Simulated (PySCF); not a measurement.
# Dipole response of Lu (lutetium, neutral)

[Xe] 4f14 5d1 6s2, 2D determinant. Computed with PySCF 2.14 in ANO-RCC-VTZP (8s7p5d3f2g1h, 104 functions), with the spin-free X2C one-electron Hamiltonian (Gaussian nucleus). Coupled (time-dependent) response in atomic units; α is the mean over directions. The basis has no added diffuse functions, which lowers α and C₆.

```
method  mean α (bohr³)         α xx, yy, zz  C₆ (like pair)  S(−4)
 B3LYP           125.2  135.9, 135.9, 103.8            1393  44180
```

S(−4) is the Cauchy moment in α(ω) = α(0) + S(−4) ω² + …

Reference α: 137 ± 7 bohr³ (recommended; Schwerdtfeger and Nagle, table of static dipole polarizabilities (2023 update)). Published C₆: 2020 (Gould and Bucko (2016)).

Spin-orbit coupling is absent.

α(iu) at B3LYP:

| u (hartree) | α(iu) (bohr³) |
| --- | --- |
| 0 | 125.2 |
| 0.0500 | 94.48 |
| 0.100 | 70.87 |
| 0.200 | 38.93 |
| 0.300 | 23.96 |
| 0.500 | 12.64 |
| 0.750 | 7.880 |
| 1.00 | 5.733 |
| 1.50 | 3.629 |
| 2.00 | 2.569 |
| 3.00 | 1.536 |
| 5.00 | 0.7818 |

A single London oscillator, α(iu) = α/(1 + u²/ω²), gives C₆ = (3/4) ω α². Matching the computed C₆ needs ω = 4 × 1393 / (3 × 125.2²) = 0.118 hartree.

The components differ because the open shell of this determinant is not spherical; for a pure term their mean is the scalar polarisability.

Spin-orbit coupling, absent here, splits the open shell strongly.
